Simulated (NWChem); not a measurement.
Species: GeF₂, singlet; SMILES [F][Ge][F]

```xyz
3

Ge     0.0000     0.0000     0.4160
F     -1.3105     0.0000    -0.7395
F      1.3105     0.0000    -0.7395
```
Atoms are numbered in this order, from 1.

All runs: NWChem. Low-valent species are run as closed-shell singlets; no triplet was tried in these runs. Structure relaxed at the PBE0/def2-SVP level. Ions are spin-unrestricted doublets at the neutral geometry; other ion states weren't tried.

Q: Estimate the computed values for PBE0/def2-SVP. Quantities: vertical ionisation energy, ΔSCF (eV); −ε(HOMO) (eV).

A: 
```
Property                               Result
-------------------------------------  ------
vertical ionisation energy, ΔSCF (eV)   11.54
−ε(HOMO) (eV)                            8.80
```
